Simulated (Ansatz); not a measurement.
All values below come from PBE-D3(BJ)/def2-TZVP run with Ansatz (a program for electronic structure). No frequencies were computed at this level.

Ansatz 0.2 input:
```yaml
crystal:
  periodic: [false, false, false]
  atoms:
    - { symbol: N, position_ang: [1.000253, 0.477205, -0.326284] }
    - { symbol: C, position_ang: [0.042347, -0.488714, 0.208035] }
    - { symbol: N, position_ang: [-1.321268, -0.131391, -0.089943] }
    - { symbol: H, position_ang: [1.94827, 0.129616, -0.244997] }
    - { symbol: H, position_ang: [0.945084, 1.352978, 0.185343] }
    - { symbol: H, position_ang: [0.248967, -1.452577, -0.266891] }
    - { symbol: H, position_ang: [0.119328, -0.61629, 1.301529] }
    - { symbol: H, position_ang: [-1.548096, 0.766169, 0.326674] }
    - { symbol: H, position_ang: [-1.434884, -0.036993, -1.093469] }
basis:
  gaussian: { orbitals: def2-tzvp }
hamiltonian:
  xc: pbe
  dispersion: d3bj
relax:
  max_steps: 150
```

Output:

```
Functional definition: PBE
754 factors; their error is unknown
mean field evaluation 1: about -4097.3813 eV, gradient 8.3e1 eV
mean field evaluation 2: about -4055.1905 eV, gradient 1.5e2 eV
mean field evaluation 4: about -4110.8219 eV, gradient 1.2e1 eV
mean field evaluation 8: about -4111.0919 eV, gradient 1.9e-1 eV
mean field evaluation 16: about -4111.0637 eV, gradient 2.7e-4 eV
mean field -4111.06366168 eV, -151.0788029877 hartree, gradient 5.1e-5 eV, S^2 0.000000; 0 other end points of the search recorded, 0 dependent functions left out
reference -4111.06369347 eV, -151.0788041558 hartree; 13, 13 occupied and 116, 116 virtual orbitals, 754 factors
relax step   1: F+E_penalty+E_count = -4111.18838672 eV  Δ(F+E_penalty+E_count) = +0.000e0 eV  max|allowed force component| = 4.357e-1 eV/Å  Δτ_max = 0.0000 Å  (27 SCF iters, accepted)
these checks for a lower state are left out or cut short: starts, cluster_reference, orbital_swaps, neighbouring_geometries, increment
754 factors; their error is unknown
mean field -4111.08510818 eV, -151.0795911320 hartree, gradient 1.2e-5 eV, S^2 0.000000; 0 other end points of the search recorded, 0 dependent functions left out
reference -4111.08514017 eV, -151.0795923076 hartree; 13, 13 occupied and 116, 116 virtual orbitals, 754 factors
relax step   2: F+E_penalty+E_count = -4111.20914780 eV  Δ(F+E_penalty+E_count) = -2.076e-2 eV  max|allowed force component| = 1.976e-1 eV/Å  Δτ_max = 0.0602 Å  (29 SCF iters, accepted)
these checks for a lower state are left out or cut short: starts, cluster_reference, orbital_swaps, neighbouring_geometries, increment
754 factors; their error is unknown
mean field evaluation 32: about -4111.0903 eV, gradient 1.2e-5 eV
mean field -4111.09031031 eV, -151.0797823069 hartree, gradient 1.2e-5 eV, S^2 0.000000; 0 other end points of the search recorded, 0 dependent functions left out
reference -4111.09034239 eV, -151.0797834857 hartree; 13, 13 occupied and 116, 116 virtual orbitals, 754 factors
relax step   3: F+E_penalty+E_count = -4111.21412794 eV  Δ(F+E_penalty+E_count) = -4.980e-3 eV  max|allowed force component| = 9.427e-2 eV/Å  Δτ_max = 0.0487 Å  (29 SCF iters, accepted)
these checks for a lower state are left out or cut short: starts, cluster_reference, orbital_swaps, neighbouring_geometries, increment
754 factors; their error is unknown
mean field -4111.09011122 eV, -151.0797749904 hartree, gradient 1.2e-5 eV, S^2 0.000000; 0 other end points of the search recorded, 0 dependent functions left out
reference -4111.09014320 eV, -151.0797761655 hartree; 13, 13 occupied and 116, 116 virtual orbitals, 754 factors
relax step   4: F+E_penalty+E_count = -4111.21407514 eV  Δ(F+E_penalty+E_count) = +5.280e-5 eV  max|allowed force component| = 7.277e-2 eV/Å  Δτ_max = 0.0400 Å  (29 SCF iters, rejected (line search))
these checks for a lower state are left out or cut short: starts, cluster_reference, orbital_swaps, neighbouring_geometries, increment
754 factors; their error is unknown
mean field -4111.09151601 eV, -151.0798266154 hartree, gradient 1.2e-5 eV, S^2 0.000000; 0 other end points of the search recorded, 0 dependent functions left out
reference -4111.09154804 eV, -151.0798277925 hartree; 13, 13 occupied and 116, 116 virtual orbitals, 754 factors
relax step   5: F+E_penalty+E_count = -4111.21539939 eV  Δ(F+E_penalty+E_count) = -1.271e-3 eV  max|allowed force component| = 1.156e-2 eV/Å  Δτ_max = 0.0191 Å  (30 SCF iters, accepted)
these checks for a lower state are left out or cut short: starts, cluster_reference, orbital_swaps, neighbouring_geometries, increment
754 factors; their error is unknown
mean field -4111.09160747 eV, -151.0798299767 hartree, gradient 1.2e-5 eV, S^2 0.000000; 0 other end points of the search recorded, 0 dependent functions left out
reference -4111.09163950 eV, -151.0798311535 hartree; 13, 13 occupied and 116, 116 virtual orbitals, 754 factors
relax step   6: F+E_penalty+E_count = -4111.21546497 eV  Δ(F+E_penalty+E_count) = -6.558e-5 eV  max|allowed force component| = 3.709e-2 eV/Å  Δτ_max = 0.0158 Å  (30 SCF iters, accepted)
these checks for a lower state are left out or cut short: starts, cluster_reference, orbital_swaps, neighbouring_geometries, increment
754 factors; their error is unknown
mean field -4111.09173359 eV, -151.0798346113 hartree, gradient 1.2e-5 eV, S^2 0.000000; 0 other end points of the search recorded, 0 dependent functions left out
reference -4111.09176562 eV, -151.0798357884 hartree; 13, 13 occupied and 116, 116 virtual orbitals, 754 factors
relax step   7: F+E_penalty+E_count = -4111.21554390 eV  Δ(F+E_penalty+E_count) = -7.892e-5 eV  max|allowed force component| = 1.611e-2 eV/Å  Δτ_max = 0.0070 Å  (31 SCF iters, accepted)
these checks for a lower state are left out or cut short: starts, cluster_reference, orbital_swaps, neighbouring_geometries, increment
754 factors; their error is unknown
mean field evaluation 64: about -4111.0917 eV, gradient 2.3e-4 eV
mean field -4111.09172084 eV, -151.0798341429 hartree, gradient 1.2e-5 eV, S^2 0.000000; 0 other end points of the search recorded, 0 dependent functions left out
reference -4111.09175287 eV, -151.0798353199 hartree; 13, 13 occupied and 116, 116 virtual orbitals, 754 factors
relax step   8: F+E_penalty+E_count = -4111.21555925 eV  Δ(F+E_penalty+E_count) = -1.536e-5 eV  max|allowed force component| = 2.960e-3 eV/Å  Δτ_max = 0.0054 Å  (31 SCF iters, accepted)
754 factors; their error is unknown
mean field -4111.09172084 eV, -151.0798341429 hartree, gradient 1.2e-5 eV, S^2 0.000000; 1 other end points of the search recorded, 0 dependent functions left out
reference -4111.09175287 eV, -151.0798353199 hartree; 13, 13 occupied and 116, 116 virtual orbitals, 754 factors
Total energy: -4111.21559128 eV, -151.0843862976 hartree
Atom 0 at     1.010815     0.481135    -0.350525 Å, force    -0.002960    -0.000776     0.000637 eV/Å
Atom 1 at     0.037556    -0.472095     0.210943 Å, force     0.001537    -0.000967    -0.001007 eV/Å
Atom 2 at    -1.341359    -0.160076    -0.117444 Å, force    -0.000452     0.001737    -0.000016 eV/Å
Atom 3 at     1.959254     0.100694    -0.290781 Å, force     0.000169    -0.000714    -0.000350 eV/Å
Atom 4 at     1.009607     1.350224     0.189987 Å, force     0.000461     0.001126    -0.000226 eV/Å
Atom 5 at     0.281159    -1.458956    -0.213836 Å, force     0.001099     0.000824    -0.000743 eV/Å
Atom 6 at     0.092222    -0.571884     1.311912 Å, force    -0.000933    -0.000276     0.002191 eV/Å
Atom 7 at    -1.644434     0.681638     0.377131 Å, force     0.001117    -0.000497    -0.000284 eV/Å
Atom 8 at    -1.404818     0.049323    -1.117388 Å, force    -0.000037    -0.000457    -0.000202 eV/Å
Dipole moment:     0.226110     0.193787     0.173372 e Å
```

Cost: very roughly 30 core-seconds.
